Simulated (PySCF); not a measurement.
Bonding in `CO[C@@H](F)CC(F)(F)F`

Compound: C4H6F4O.
Atom-mapped SMILES: `[CH3:1][O:2][C@@H:3]([F:4])[CH2:5][C:6]([F:7])([F:8])[F:9]` (hydrogens: H10, H11, H12 on C1; H13 on C3; H14, H15 on C5)

Geometry (GFN2-xTB, Å), atoms numbered from 1 in this order:
```
atom  x, y, z in Å
C1    -2.530   -0.385   -0.190
O2    -1.199   -0.858   -0.046
C3    -0.285    0.112    0.261
F4    -0.530    0.610    1.529
C5     1.111   -0.512    0.237
C6     2.209    0.533    0.235
F7     2.071    1.405   -0.777
F8     3.416   -0.032    0.084
F9     2.260    1.253    1.357
H10   -2.589    0.358   -0.992
H11   -3.128   -1.256   -0.443
H12   -2.891    0.057    0.742
H13   -0.358    0.990   -0.409
H14    1.207   -1.115   -0.667
H15    1.231   -1.152    1.113
```

Bond orders from the PBE0/pcSseg-1 density (PySCF). Isolated species at its GFN2-xTB geometry (one conformer only).

(1) How far do the computed orders between heavy atoms stray from the drawn ones?

(2) Set the Mayer orders of the bonds between heavy atoms beside their lengths.

Answers

(1) The largest departure is 0.110, at C3–F4 (drawn single, 0.890) and C1–O2 (drawn single, 0.892).

(2) 
| bond | drawn as | length (Å) | Mayer order |
| --- | --- | --- | --- |
| C1–O2 | single | 1.420 | 0.892 |
| O2–C3 | single | 1.367 | 1.017 |
| C3–F4 | single | 1.384 | 0.890 |
| C3–C5 | single | 1.530 | 0.975 |
| C5–C6 | single | 1.516 | 1.018 |
| C6–F7 | single | 1.344 | 0.988 |
| C6–F8 | single | 1.341 | 0.999 |
| C6–F9 | single | 1.334 | 1.022 |

By pair of heavy elements: C–O: lowest C1–O2 (0.892, 1.420 Å), highest O2–C3 (1.017, 1.367 Å). C–F: lowest C3–F4 (0.890, 1.384 Å), highest C6–F9 (1.022, 1.334 Å). C–C: lowest C3–C5 (0.975, 1.530 Å), highest C5–C6 (1.018, 1.516 Å).

**Question.** And the bonds to hydrogen?

**Answer.** C–H: 0.92 to 0.97 (6 bonds).

**Question.** Sum the orders of all bonds at each heavy atom with more than one neighbour and set the sums beside the valence in the SMILES.

**Answer.** C1 3.786 (drawn 4), O2 1.909 (drawn 2), C3 3.817 (drawn 4), C5 3.845 (drawn 4), C6 4.027 (drawn 4). Orders between atoms that aren't bonded are not in these sums.

Mayer orders depend on the basis set.

These values come from a run that also computed NMR shieldings. Hardware: Arm Neoverse V2, one thread, no GPU, on a shared host. Cost: 24 s, 0.84 GiB resident at most.
